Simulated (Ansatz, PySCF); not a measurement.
Reaction (SMILES): O[SiH2]O -> [O][SiH2]O + H atom (the H-O bond at the site shown breaks; other sites are not compared here)
Structures are relaxed separately at B3LYP-D3(BJ)/def2-TZVP in Ansatz (a program for electronic structure), one conformer each, not searched for the lowest. Frequencies are from Ansatz or PySCF.

Quantity: bond dissociation energy (0 K, with B3LYP-D3(BJ) harmonic zero-point energies), in kcal/mol. Valence correlation only, unless marked. Open shells are spin-unrestricted. No spin-orbit coupling. Non-relativistic. CBS marks a two-point X^-3 extrapolation of the correlation energy; Hartree-Fock from the larger set. The bracket is a focal-point correction in the basis named.

| level | program | bond dissociation energy (kcal/mol) |
|---|---|---|
| PBE0-D3(BJ)/def2-TZVPD | Ansatz + dftd3 | 111.2 |
| PBE0-D4/def2-TZVPD | Ansatz + dftd4 | 111.2 |
| CAM-B3LYP-D4/def2-TZVPD | Ansatz + dftd4 | [?] |
| RI-MP2/CBS(aug-cc-pV(T+d)Z,aug-cc-pV(Q+d)Z)+[CCSD(T)-MP2]/aug-cc-pV(T+d)Z | Ansatz | [?] |

### Question
What belongs in the gaps?

### Answer

- CAM-B3LYP-D4/def2-TZVPD, bond dissociation energy (kcal/mol): 113.7
- RI-MP2/CBS(aug-cc-pV(T+d)Z,aug-cc-pV(Q+d)Z)+[CCSD(T)-MP2]/aug-cc-pV(T+d)Z, bond dissociation energy (kcal/mol): 118.6
